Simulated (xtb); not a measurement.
C₃H₇NSi, SMILES [SiH3]N1C=CC1. All values are semi-empirical tight-binding results from xtb (GFN2-xTB unless named), good for trends rather than for accurate numbers. Geometry optimised at GFN2-xTB. This is a generated structure with no PubChem entry under its InChIKey; it may be hypothetical.

Computed properties:
| Quantity | Result |
|---|---|
| orbital gap | 4.22 eV |
| dipole moment | 0.53 D |
| zero-point energy | 54.8 kcal/mol |
| G − E(el) at 298.15 K (modified RRHO) | 36.0 kcal/mol |
| static polarisability (D4 model) | 71.2 bohr³ |
| solvation energy, GFN2-xTB/ALPB(water) | 0.1 kcal/mol |
| solvation energy, GFN2-xTB/ALPB(toluene) | -2.8 kcal/mol |
